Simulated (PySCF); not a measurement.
C3H11ClSi2, SMILES CC[Si@H](Cl)[SiH2]C.

Geometry: PBE-D3(BJ)/def2-SVP. The structure was generated by enumeration; whether it is a known compound was not checked. One conformer was computed; it need not be the lowest.

Calculation: PBE-D3(BJ)/def2-SVP (PySCF 2.14.0).

Frequencies are harmonic and unscaled.

Q: Give all harmonic wavenumbers and intensities. (An estimate is asked for; the answer gives what the named calculation found.)

A: 
```
mode  ν (cm⁻¹)  IR (km/mol)  moving atoms (share of kinetic energy)
----  --------  -----------  --------------------------------------
1           39          0.4                 C 39 %, H 36 %, Si 24 %
2           58          0.2                 C 47 %, H 34 %, Si 12 %
3           86          1.5                 C 39 %, H 33 %, Cl 23 %
4          113          2.0        C 33 %, Cl 28 %, H 21 %, Si 18 %
5          126          1.5                H 53 %, Si 30 %, Cl 10 %
6          171          0.5                         H 82 %, Si 14 %
7          186          0.7                 H 42 %, Si 30 %, C 23 %
8          232          1.7                 H 59 %, C 24 %, Si 14 %
9          274          0.5                 C 50 %, H 24 %, Cl 19 %
10         386          8.7                         Si 53 %, H 35 %
11         434          5.0                         H 62 %, Si 37 %
12         524         58.0                Si 55 %, Cl 33 %, H 10 %
13         571         14.8                                  H 94 %
14         622         28.4                                  H 91 %
15         653         37.3                 H 55 %, C 31 %, Si 14 %
16         672         32.0                 C 40 %, H 33 %, Si 27 %
17         692         32.1                 H 41 %, Si 31 %, C 29 %
18         749        112.7                         H 86 %, Si 10 %
19         770         91.7                                  H 86 %
20         850        122.7                 H 77 %, Si 12 %, C 11 %
21         859         30.0                          H 79 %, C 17 %
22         898         58.5                                  H 96 %
23         945          3.3                          H 82 %, C 15 %
24         954         18.8                          H 82 %, C 17 %
25        1017         15.7                          C 73 %, H 27 %
26        1197          2.4                          H 72 %, C 27 %
27        1200          0.4                          H 67 %, C 32 %
28        1212         10.0                          H 80 %, C 20 %
29        1346          1.9                          H 82 %, C 18 %
30        1380          3.9                           H 91 %, C 9 %
31        1383          6.4                                  H 96 %
32        1387          2.7                                  H 96 %
33        1423          4.1                                  H 96 %
34        1427          8.0                                  H 97 %
35        2131         94.9                                  H 97 %
36        2135         24.7                                  H 97 %
37        2142        158.2                                  H 96 %
38        2964         23.6                                  H 97 %
39        2979          7.2                                  H 95 %
40        2980          3.6                                  H 97 %
41        3030          0.0                           H 91 %, C 9 %
42        3050         18.5                           H 91 %, C 9 %
43        3052         15.9                           H 91 %, C 9 %
44        3084          1.4                           H 91 %, C 9 %
45        3087          0.7                           H 91 %, C 9 %
```
